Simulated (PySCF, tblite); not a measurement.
C₈H₆O₂.
Cartesian coordinates in Å at the GFN2-xTB level; atoms count from 1:
```
atom  x, y, z in Å
C1    -5.1813    1.2957    0.7117
C2    -4.1108    0.7711    0.5540
C3    -2.8609    0.1618    0.3688
C4    -1.7191    0.8659    0.2791
C5    -0.4729    0.2582    0.0935
C6     0.6193   -0.2348   -0.0675
C7     1.8698   -0.9111   -0.2562
O8     1.9941   -2.1072   -0.3418
O9     2.8867   -0.0361   -0.3245
C10    4.1720   -0.6058   -0.5075
H11   -6.1173    1.7490    0.8498
H12   -2.8527   -0.9187    0.3004
H13   -1.7269    1.9464    0.3478
H14    4.2093   -1.1706   -1.4420
H15    4.4111   -1.2800    0.3182
H16    4.8722    0.2250   -0.5361
```

Method: PBE0/pcSseg-1 in PySCF (dipole) on a GFN2-xTB geometry, gas phase.

Take the most abundant isotopes and a rigid rotor. The values belong to one conformer with, in the numbering `[CH:1]#[C:2]/[CH:3]=[CH:4]/[C:5]#[C:6][C:7](=[O:8])[O:9][CH3:10]`, C6–C7–O9–C10 180°.

(1) What are A, B and C (GHz)?

(2) Classify the top.

(3) What does the inertial defect say?

(4) Give the other two planar moments, Paa and Pbb, and the rms extents of the mass along the axes.

(5) Which types of transition are allowed, and where do some lines up to J = 5 fall?

Results:

(1) Ia = 63.35, Ib = 1317.21, Ic = 1377.39 u·Å²; 505379 MHz·u·Å²/I gives 7978, 383.7 and 366.9 MHz, that is A = 7.9777, B = 0.3837, C = 0.3669 GHz.

(2) A near-prolate asymmetric top: κ = (2 × 383.7 − 7978 − 366.9)/(7978 − 366.9) = -1.00.

(3) Not planar: Δ = Ic − Ia − Ib = -3.18 u·Å². For a rigid frame Δ = −2 Σ m c², so Σ m c² = 1.59 u·Å² lies off the ab plane, practically all of it from hydrogen. The atom farthest from that plane is 0.89 Å away.

(4) Paa = Σ m a² = (Ib + Ic − Ia)/2 = 1315.63 and Pbb = Σ m b² = (Ia + Ic − Ib)/2 = 61.76 u·Å². With the mass M = 134.04 u, the rms extents √(P/M) along a, b and c are 3.13, 0.68, 0.11 Å.

(5) The dipole components are |μa| = 0.88 D, |μb| = 1.78 D, |μc| = 0.00 D; the mirror of this Cs structure is the ab plane, so μc vanishes by symmetry and there are no c-type lines. Intensities carry the squares of the components, which stand as 0.24 : 1.00 (a : b). Some lines, for components of 0.1 D or more:

```csv
type,branch,"J(Ka,Kc)",MHz,lower level (cm⁻¹)
a,R,"2(1,2) ← 1(1,1)",1484,0.278
a,R,"3(2,2) ← 2(2,1)",2252,1.089
a,R,"4(3,2) ← 3(3,1)",3002,2.433
a,R,"5(1,5) ← 4(1,4)",3711,0.501
a,R,"5(4,2) ← 4(4,1)",3753,4.308
a,R,"5(3,2) ← 4(3,1)",3753,2.533
a,R,"5(2,3) ← 4(2,2)",3753,1.265
b,Q,"2(1,1) ← 2(0,2)",7628,0.075
b,Q,"3(1,2) ← 3(0,3)",7653,0.150
b,Q,"5(1,4) ← 5(0,5)",7729,0.376
b,Q,"5(2,3) ← 5(1,4)",22683,0.633
b,Q,"4(2,2) ← 4(1,3)",22724,0.507
b,Q,"2(2,0) ← 2(1,1)",22782,0.330
b,Q,"2(2,1) ← 2(1,2)",22832,0.328
b,R,"5(2,4) ← 4(1,3)",26476,0.507
b,Q,"3(3,0) ← 3(2,1)",38012,1.165
b,Q,"5(3,3) ← 5(2,4)",38012,1.390
b,R,"3(3,1) ← 2(2,0)",40264,1.089
b,R,"3(3,0) ← 2(2,1)",40264,1.089
b,R,"4(3,2) ← 3(2,1)",41014,1.165
b,Q,"5(4,2) ← 5(3,3)",53217,2.658
b,R,"5(4,1) ← 4(3,2)",56970,2.533
b,Q,"5(5,0) ← 5(4,1)",68422,4.433
```

Its GFN2-xTB frequencies are all real (lowest 29 cm⁻¹). Zero-point vibration and centrifugal distortion are left out. A rigid rotor knows nothing of internal rotation, which can split or shift real lines.

Rough CPU time on one thread of a shared machine: about 1.8 min (with the writing of density and orbital grids). This is the PBE0/pcSseg-1 job that gave the dipole, with the shieldings it also computed.
